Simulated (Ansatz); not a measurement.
Ansatz (a first-principles code) input (PBE/6-31G*):

Ansatz 0.2 input:
```yaml
crystal:
  periodic: [false, false, false]
  atoms:
    - {symbol: N, position_ang: [-0.81979100, -1.19475500, 0.79061300]}
    - {symbol: Si, position_ang: [0.06719800, 0.19909700, 0.32565900]}
    - {symbol: N, position_ang: [1.38586200, -0.38353100, -0.60524700]}
    - {symbol: O, position_ang: [-0.63050400, 1.29067500, -0.72287600]}
    - {symbol: H, position_ang: [-1.43368800, -1.19239500, 1.58762000]}
    - {symbol: H, position_ang: [-1.05156200, -1.92037400, 0.12606700]}
    - {symbol: H, position_ang: [1.89189500, 0.24322300, -1.21118900]}
    - {symbol: H, position_ang: [1.97210200, -1.11890500, -0.24421300]}
    - {symbol: H, position_ang: [-1.23797500, 1.92368900, -0.33206200]}
basis:
  gaussian:
    orbitals: 6-31G*
hamiltonian:
  xc: {name: PBE}
magnetization: {spin_polarized: true, initial_magnetization: 1}
relax: {f_tol: 0.003, max_steps: 120}
```

Output:

```
Functional definition: PBE
integrals: 0.03 GiB planned
925 factors; their error is unknown
mean field: 0.21 GiB planned
mean field evaluation 1: about -12958.7849 eV, gradient 6.9e1 eV
mean field evaluation 2: about -12906.4867 eV, gradient 1.2e2 eV
mean field evaluation 4: about -12976.0503 eV, gradient 1.2e1 eV
mean field evaluation 8: about -12976.6369 eV, gradient 1.2e-1 eV
mean field evaluation 16: about -12976.5854 eV, gradient 1.5e-4 eV
mean field -12976.58537478 eV, -476.8807166776 hartree, gradient 4.3e-5 eV, S^2 0.751343; 0 other end points of the search recorded, 0 dependent functions left out
the calculation of the forces begins
reference -12976.58540730 eV, -476.8807178727 hartree; 21, 20 occupied and 53, 54 virtual orbitals, 925 factors
relax step   1: F+E_penalty+E_count = -12976.58537478 eV  Δ(F+E_penalty+E_count) = +0.000e0 eV  max|allowed force component| = 9.815e-1 eV/Å  Δτ_max = 0.0000 Å  (29 SCF iters, accepted)
these checks for a lower state are left out or cut short: starts, cluster_reference, orbital_swaps, neighbouring_geometries, increment
integrals: 0.03 GiB planned
925 factors; their error is unknown
mean field: 0.21 GiB planned
mean field -12976.62151754 eV, -476.8820448996 hartree, gradient 6.8e-6 eV, S^2 0.751382; 0 other end points of the search recorded, 0 dependent functions left out
the calculation of the forces begins
reference -12976.62154986 eV, -476.8820460875 hartree; 21, 20 occupied and 53, 54 virtual orbitals, 925 factors
relax step   2: F+E_penalty+E_count = -12976.62151754 eV  Δ(F+E_penalty+E_count) = -3.614e-2 eV  max|allowed force component| = 5.800e-1 eV/Å  Δτ_max = 0.0186 Å  (32 SCF iters, accepted)
these checks for a lower state are left out or cut short: starts, cluster_reference, orbital_swaps, neighbouring_geometries, increment
integrals: 0.03 GiB planned
925 factors; their error is unknown
mean field: 0.21 GiB planned
mean field evaluation 32: about -12976.6404 eV, gradient 8.6e-6 eV
mean field -12976.64036696 eV, -476.8827376030 hartree, gradient 8.6e-6 eV, S^2 0.751429; 0 other end points of the search recorded, 0 dependent functions left out
the calculation of the forces begins
reference -12976.64039905 eV, -476.8827387825 hartree; 21, 20 occupied and 53, 54 virtual orbitals, 925 factors
relax step   3: F+E_penalty+E_count = -12976.64036696 eV  Δ(F+E_penalty+E_count) = -1.885e-2 eV  max|allowed force component| = 1.035e-1 eV/Å  Δτ_max = 0.0250 Å  (32 SCF iters, accepted)
these checks for a lower state are left out or cut short: starts, cluster_reference, orbital_swaps, neighbouring_geometries, increment
integrals: 0.03 GiB planned
925 factors; their error is unknown
mean field: 0.21 GiB planned
mean field -12976.64473438 eV, -476.8828981029 hartree, gradient 8.7e-6 eV, S^2 0.751435; 0 other end points of the search recorded, 0 dependent functions left out
the calculation of the forces begins
reference -12976.64476637 eV, -476.8828992784 hartree; 21, 20 occupied and 53, 54 virtual orbitals, 925 factors
relax step   4: F+E_penalty+E_count = -12976.64473438 eV  Δ(F+E_penalty+E_count) = -4.367e-3 eV  max|allowed force component| = 8.109e-2 eV/Å  Δτ_max = 0.0177 Å  (31 SCF iters, accepted)
these checks for a lower state are left out or cut short: starts, cluster_reference, orbital_swaps, neighbouring_geometries, increment
integrals: 0.03 GiB planned
925 factors; their error is unknown
mean field: 0.21 GiB planned
mean field -12976.64448373 eV, -476.8828888914 hartree, gradient 1.3e-5 eV, S^2 0.751406; 0 other end points of the search recorded, 0 dependent functions left out
the calculation of the forces begins
reference -12976.64451580 eV, -476.8828900699 hartree; 21, 20 occupied and 53, 54 virtual orbitals, 925 factors
relax step   5: F+E_penalty+E_count = -12976.64448373 eV  Δ(F+E_penalty+E_count) = +2.507e-4 eV  max|allowed force component| = 1.985e-1 eV/Å  Δτ_max = 0.0455 Å  (30 SCF iters, rejected (line search))
these checks for a lower state are left out or cut short: starts, cluster_reference, orbital_swaps, neighbouring_geometries, increment
integrals: 0.03 GiB planned
925 factors; their error is unknown
mean field: 0.21 GiB planned
mean field -12976.64755464 eV, -476.8830017454 hartree, gradient 8.6e-6 eV, S^2 0.751425; 0 other end points of the search recorded, 0 dependent functions left out
the calculation of the forces begins
reference -12976.64758654 eV, -476.8830029177 hartree; 21, 20 occupied and 53, 54 virtual orbitals, 925 factors
relax step   6: F+E_penalty+E_count = -12976.64755464 eV  Δ(F+E_penalty+E_count) = -2.820e-3 eV  max|allowed force component| = 3.041e-2 eV/Å  Δτ_max = 0.0218 Å  (31 SCF iters, accepted)
these checks for a lower state are left out or cut short: starts, cluster_reference, orbital_swaps, neighbouring_geometries, increment
integrals: 0.03 GiB planned
925 factors; their error is unknown
mean field: 0.21 GiB planned
mean field -12976.64796886 eV, -476.8830169676 hartree, gradient 8.5e-6 eV, S^2 0.751417; 0 other end points of the search recorded, 0 dependent functions left out
the calculation of the forces begins
reference -12976.64800075 eV, -476.8830181397 hartree; 21, 20 occupied and 53, 54 virtual orbitals, 925 factors
relax step   7: F+E_penalty+E_count = -12976.64796886 eV  Δ(F+E_penalty+E_count) = -4.142e-4 eV  max|allowed force component| = 3.577e-2 eV/Å  Δτ_max = 0.0157 Å  (34 SCF iters, accepted)
these checks for a lower state are left out or cut short: starts, cluster_reference, orbital_swaps, neighbouring_geometries, increment
integrals: 0.03 GiB planned
925 factors; their error is unknown
mean field: 0.21 GiB planned
mean field evaluation 64: about -12976.6480 eV, gradient 1.2e-3 eV
mean field -12976.64804228 eV, -476.8830196660 hartree, gradient 1.9e-5 eV, S^2 0.751417; 0 other end points of the search recorded, 0 dependent functions left out
the calculation of the forces begins
reference -12976.64807415 eV, -476.8830208369 hartree; 21, 20 occupied and 53, 54 virtual orbitals, 925 factors
relax step   8: F+E_penalty+E_count = -12976.64804228 eV  Δ(F+E_penalty+E_count) = -7.343e-5 eV  max|allowed force component| = 1.171e-2 eV/Å  Δτ_max = 0.0065 Å  (26 SCF iters, accepted)
these checks for a lower state are left out or cut short: starts, cluster_reference, orbital_swaps, neighbouring_geometries, increment
integrals: 0.03 GiB planned
925 factors; their error is unknown
mean field: 0.21 GiB planned
mean field -12976.64807979 eV, -476.8830210442 hartree, gradient 1.2e-5 eV, S^2 0.751417; 0 other end points of the search recorded, 0 dependent functions left out
the calculation of the forces begins
reference -12976.64811165 eV, -476.8830222153 hartree; 21, 20 occupied and 53, 54 virtual orbitals, 925 factors
relax step   9: F+E_penalty+E_count = -12976.64807979 eV  Δ(F+E_penalty+E_count) = -3.750e-5 eV  max|allowed force component| = 5.491e-3 eV/Å  Δτ_max = 0.0025 Å  (25 SCF iters, accepted)
these checks for a lower state are left out or cut short: starts, cluster_reference, orbital_swaps, neighbouring_geometries, increment
integrals: 0.03 GiB planned
925 factors; their error is unknown
mean field: 0.21 GiB planned
mean field -12976.64807431 eV, -476.8830208429 hartree, gradient 1.4e-5 eV, S^2 0.751417; 0 other end points of the search recorded, 0 dependent functions left out
the calculation of the forces begins
reference -12976.64810617 eV, -476.8830220139 hartree; 21, 20 occupied and 53, 54 virtual orbitals, 925 factors
relax step  10: F+E_penalty+E_count = -12976.64807431 eV  Δ(F+E_penalty+E_count) = +5.480e-6 eV  max|allowed force component| = 1.632e-2 eV/Å  Δτ_max = 0.0047 Å  (26 SCF iters, rejected (line search))
these checks for a lower state are left out or cut short: starts, cluster_reference, orbital_swaps, neighbouring_geometries, increment
integrals: 0.03 GiB planned
925 factors; their error is unknown
mean field: 0.21 GiB planned
mean field -12976.64808765 eV, -476.8830213332 hartree, gradient 1.5e-5 eV, S^2 0.751417; 0 other end points of the search recorded, 0 dependent functions left out
the calculation of the forces begins
reference -12976.64811951 eV, -476.8830225041 hartree; 21, 20 occupied and 53, 54 virtual orbitals, 925 factors
relax step  11: F+E_penalty+E_count = -12976.64808765 eV  Δ(F+E_penalty+E_count) = -7.862e-6 eV  max|allowed force component| = 1.179e-3 eV/Å  Δτ_max = 0.0023 Å  (25 SCF iters, accepted)
integrals: 0.03 GiB planned
925 factors; their error is unknown
mean field: 0.21 GiB planned
mean field evaluation 96: about -12976.7054 eV, gradient 1.9e-2 eV
mean field -12976.64808765 eV, -476.8830213332 hartree, gradient 1.6e-5 eV, S^2 0.751417; 1 other end points of the search recorded, 0 dependent functions left out
the calculation of the forces begins
reference -12976.64811951 eV, -476.8830225041 hartree; 21, 20 occupied and 53, 54 virtual orbitals, 925 factors
Total energy: -12976.64811951 eV, -476.8830225041 hartree
Atom 0 at    -0.763520    -1.244454     0.828703 Å, force     0.001179     0.000005    -0.000753 eV/Å
Atom 1 at     0.063608     0.208666     0.321314 Å, force     0.000332    -0.000193    -0.000155 eV/Å
Atom 2 at     1.379015    -0.404942    -0.642636 Å, force    -0.000185     0.000871     0.000252 eV/Å
Atom 3 at    -0.676156     1.279957    -0.771990 Å, force    -0.000148     0.000009     0.000694 eV/Å
Atom 4 at    -1.439462    -1.178976     1.589753 Å, force    -0.000088     0.000381     0.000780 eV/Å
Atom 5 at    -1.094429    -1.887286     0.102520 Å, force    -0.000872    -0.000569    -0.000464 eV/Å
Atom 6 at     1.929168     0.259632    -1.187952 Å, force     0.000119    -0.000363     0.000114 eV/Å
Atom 7 at     1.975440    -1.118477    -0.223130 Å, force    -0.000050    -0.000298     0.000130 eV/Å
Atom 8 at    -1.230125     1.932606    -0.302210 Å, force    -0.000287     0.000157    -0.000599 eV/Å
Dipole moment:    -0.072949    -0.019355     0.155130 e Å
```

The geometry given is a B3LYP-D3(BJ)/def2-TZVP minimum.
